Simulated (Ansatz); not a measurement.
Start from `O=CC1CO1` and change one atom or group to get `[ZnH][CH2]C1CO1`.

Ansatz, PBE0-D4/def2-TZVP geometries, multiplicity 1. Each molecule was computed in one conformer, which needn't be the lowest.

Scalar relativity is left out up to krypton.

```json
{"property": "HOMO–LUMO gap (PBE/def2-TZVPP) / eV", "`O=CC1CO1`": "3.74"}
{"property": "HOMO–LUMO gap (PBE0/def2-TZVPP) / eV", "`O=CC1CO1`": "6.53"}
{"property": "LUMO energy (PBE0/def2-TZVPP) / eV", "`O=CC1CO1`": "-1.22"}
{"property": "size of the dipole moment (ωB97M-V/def2-TZVPP) / D", "`O=CC1CO1`": "2.52"}
{"property": "size of the dipole moment (PBE/def2-TZVPP) / D", "`O=CC1CO1`": "2.47"}
{"property": "HOMO energy (ωB97M-V/def2-TZVPP) / eV", "`O=CC1CO1`": "-10.19"}
```

Question: Give the same properties after the change, and the shifts. (An estimate is asked.)

Answer: Ansatz gave: 
| property | `[ZnH][CH2]C1CO1` | shift |
| --- | --- | --- |
| HOMO–LUMO gap (PBE/def2-TZVPP) / eV | 5.14 | 1.40 |
| HOMO–LUMO gap (PBE0/def2-TZVPP) / eV | 7.02 | 0.49 |
| LUMO energy (PBE0/def2-TZVPP) / eV | -0.25 | 0.97 |
| size of the dipole moment (ωB97M-V/def2-TZVPP) / D | 2.21 | -0.31 |
| size of the dipole moment (PBE/def2-TZVPP) / D | 2.11 | -0.36 |
| HOMO energy (ωB97M-V/def2-TZVPP) / eV | -9.46 | 0.73 |

With PBE0 the HOMO rises by 0.49 eV and the LUMO rises by 0.97 eV, so the gap widens by about 0.48 eV. PBE moves the HOMO by -0.01 eV and ωB97M-V by 0.73 eV. Dipoles are sizes alone; their direction can turn.
